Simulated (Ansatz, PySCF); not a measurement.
Process, species as SMILES: FB(F)Br [bromo(difluoro)borane] -> F[B]Br + F atom (the B-F bond at the site shown breaks; other sites are not compared here)
Structures are relaxed separately at B3LYP-D3(BJ)/def2-TZVP in Ansatz (an electronic-structure program).

Property: bond dissociation energy (electronic energy difference), in kcal/mol. Valence correlation only, unless marked. Open shells are spin-unrestricted. No spin-orbit coupling. The frozen core is the preceding noble-gas configuration, with the filled d and f shells of earlier blocks. Non-relativistic. CBS(X,Y): correlation extrapolated as X^-3; Hartree-Fock from the larger set.

CCSD(T)/CBS(cc-pVTZ,cc-pVQZ) (Ansatz) gives 170.5 kcal/mol.

Another calculation gave 163.4 kcal/mol. Which level was it?
(A) wB97X-V/def2-TZVPD (Ansatz)
(B) BHLYP/def2-TZVPD (Ansatz)
(C) HF/def2-TZVPD (PySCF)
(D) r2SCANh/def2-TZVPD (Ansatz)

D, r2SCANh/def2-TZVPD (Ansatz). The others give 168.6 (wB97X-V), 129.0 (HF), 159.8 (BHLYP) kcal/mol.
